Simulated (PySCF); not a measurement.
Species: BGeH₆P.
Bonds: B1–P2, P2–Ge3. Hydrogens: H4, H5 on B1; H6 on P2; H7, H8, H9 on Ge3.

Computed by this run: PBE0-D3(BJ)/def2-SVP geometry optimisation, gas phase (PySCF); density fitting, grid level 1; the optimiser is geomeTRIC in internal coordinates, started from a GFN2-xTB structure with every atom displaced at random (about 0.01 Å).

Step 0: E = -66558.1480 eV
```
atom  x, y, z in Å  |  force x, y, z in eV/Å
B1     -1.7155   -0.3774   -0.2805    0.437   1.227  -0.613
P2     -0.6253    0.3017    1.0231    0.073   0.798   0.050
Ge3     1.3399    0.4245   -0.1106    0.714   0.027   0.397
H4     -2.3758   -1.2839   -0.0907   -1.099  -1.576   0.338
H5     -1.8513    0.2443   -1.2922    0.067   0.137  -0.307
H6     -0.3382   -0.8241    1.7651    0.141  -0.824   0.720
H7      1.8012   -0.7797   -0.8973   -0.129  -0.587  -0.261
H8      2.4746    0.6875    0.8837    0.028   0.015   0.305
H9      1.3483    1.5899   -1.0343   -0.232   0.782  -0.629
```

**Question.** Estimate the geometry and energy of step 1. (The exact step hangs on the optimiser's Hessian estimate; all steps are aligned on step 0, rigid shifts and turns removed.)

**Answer.** E = -66558.3483 eV, largest force 0.308 eV/Å
```
atom  x, y, z in Å  |  force x, y, z in eV/Å
B1     -1.7421   -0.3695   -0.3004   -0.128  -0.263   0.098
P2     -0.5899    0.2777    1.0099    0.108  -0.189   0.138
Ge3     1.4256    0.4706   -0.1128    0.012   0.012  -0.183
H4     -2.4885   -1.3002   -0.0623    0.109   0.204  -0.030
H5     -1.8138    0.2119   -1.3518   -0.001   0.066  -0.085
H6     -0.3289   -0.8723    1.8256   -0.062   0.204  -0.117
H7      1.7349   -0.8239   -0.9081    0.028   0.190   0.069
H8      2.5262    0.7045    0.9429   -0.054  -0.002  -0.068
H9      1.3343    1.6842   -1.0767   -0.012  -0.223   0.178
```

The energy changes by -0.2003 eV. The first-order estimate −F·Δx gives -0.4755 eV and the mean of the old and new forces, exact on a quadratic surface, -0.2030 eV. The step makes an angle of 53° with the force vector and moves no atom by more than 0.117 Å.

What follows is the cost of the whole optimisation. The run took 36 s of wall time on one thread, Arm Neoverse V1 (aarch64) (shared host), and the process peaked at 0.39 GiB of memory.
